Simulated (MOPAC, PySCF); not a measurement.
Energy landscape of H3 (cation, charge +1), singlet: symmetric bend, bond length relaxed. Scanned: H-H-H angle. Other coordinates (H-H bond length) were minimised at PBE0/def2-TZVP. Each profile is relative to its own lowest point.

```csv
a / °,A,B,C
180,100.2,188.4,136.4
168.70,99.1,186.4,136.0
159.92,97.1,182.1,135.0
151.54,94.2,175.5,133.1
137.57,87.8,158.9,126.3
127.73,82.1,142.9,118.0
119.59,76.4,127.1,108.4
109.01,66.9,103.3,92.1
100.78,57.1,82.8,76.5
90.71,41.9,56.5,54.4
81.80,26.3,33.7,33.7
67.68,4.6,5.5,5.8
60,0.0,0.0,0.0
```

Energies in kJ/mol.

**Question.** Assign the columns to these levels of theory: PM3, restricted, heats of formation run with MOPAC 23.2.5; PySCF with RHF/def2-SVP; restricted Hartree-Fock/3-21G (PySCF).

**Answer.** A is PM3; B is RHF; C is RHF/3-21G.
